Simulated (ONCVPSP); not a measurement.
# Pseudopotential generation for K: ONCV, LDA (Perdew-Zunger), scalar-relativistic.

- Element: potassium
- Generator: ONCVPSP 4.0.1
- Type: optimised norm-conserving Vanderbilt (ONCV)
- Functional: LDA (Perdew-Zunger)
- Relativity: scalar-relativistic
- Frozen core: [Ne]
- Valence charge: 9
- Reference configuration: 3s2 3p6 4s1
- Partial waves: 3s+4s: rc 2.00 bohr, ncon 4, nbas 7, qcut 5.1 1/bohr, 3 projectors, debl 1.2 Ha; 3p: rc 2.25 bohr, ncon 4, nbas 8, qcut 7.5 1/bohr, 2 projectors, debl 1.2 Ha; d scattering state at 0.34 Ha: rc 2.05 bohr, ncon 4, nbas 9, qcut 5.5 1/bohr, 2 projectors, debl 1.9 Ha; f scattering state at 0.16 Ha: rc 2.30 bohr, ncon 4, nbas 8, qcut 4.3 1/bohr, 3 projectors, debl 1.2 Ha
- Local potential: polynomial inside 1.80 bohr (lpopt 3, dvloc0 0 Ha)
- Core correction: none

All-electron outer shells of the reference configuration (LDA (Perdew-Zunger), scalar-relativistic, ld1.x):

```tsv
shell	level (eV)	outermost node (bohr)	outermost maximum (bohr)
2p	-280.03	–	0.26
3s	-35.18	0.48	1.07
3p	-18.83	0.45	1.15
4s	-2.43	1.59	4.03
```

What the tests gave:

```json
{
 "Cutoffs needed": "13 Ha and 16 Ha (the cutoffs (Ha) at which the residual kinetic energy of the hardest occupied pseudo-wave falls to 1 and 0.1 mHa per electron) The cutoffs count occupied waves only; projector 2 of the d channel, the hardest unoccupied one, needs 57 Ha at the loose tolerance.",
 "Ghost test": "no bound ghost flagged; GHOST(+) flagged for f at 112.7 eV",
 "Largest excitation error": "-110 meV (all-electron minus pseudo) for 3s1 3p6 4s1, out of 4 test configurations"
}
```

Generation and tests took about 3.5 s on one core of a shared server CPU.
